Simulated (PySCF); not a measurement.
Basis-set dependence of excited states

Compound: CH6BClSi.
Bonds: B1–C2, C2–Si3, Si3–Cl4. Hydrogens: H5, H6 on B1; H7, H8 on C2; H9, H10 on Si3.

TDDFT with PBE0 (PySCF), vertical singlets, core orbitals frozen in the response, spherical d and f functions. The structure is a single PBE0-D3(BJ)/def2-SVP conformer in the gas phase; no vibrational or solvent corrections.

```
      basis  functions  diffuse  S1 (eV)  S2 (eV)  S3 (eV)  S4 (eV)  S5 (eV)  LUMO (eV)  α (au)
     6-31G*         76       no     5.78     5.88     6.20     6.73     7.55      -1.60    53.8
    6-31+G*         92      yes     5.69     5.76     6.06     6.63     7.40      -1.86    59.9
   def2-SVP         94       no     5.67     5.79     6.03     6.63     7.44      -1.73    56.2
  def2-SVPD        139      yes     5.62     5.77     6.04     6.62     7.39      -1.88    68.1
aug-cc-pVDZ        154      yes     5.62     5.72     6.00     6.58     7.35      -1.87    68.7
  def2-TZVP        172       no     5.65     5.76     6.06     6.62     7.37      -1.82    64.0
 def2-TZVPD        217      yes     5.64     5.75     6.05     6.61     7.35      -1.85    68.8
```

Q: How much do these states and the polarisability depend on the basis?

A: States are compared by their number. Against the largest diffuse basis here (def2-TZVPD, itself not a converged limit), sets without diffuse functions differ by up to 0.14 eV in S1 and 0.20 eV in S5; the smaller diffuse sets differ by up to 0.05 and 0.05 eV. State by state, the largest deviation of a set without diffuse functions is S1 0.14, S2 0.14, S3 0.15, S4 0.12, S5 0.20 eV. The same number needn't mean the same state in each row. Against def2-TZVPD the polarisability deviates by -22% in 6-31G*, -13% in 6-31+G*, -18% in def2-SVP, -1% in def2-SVPD, 0% in aug-cc-pVDZ, -7% in def2-TZVP. A single + in a Pople set puts diffuse functions on heavy atoms only.
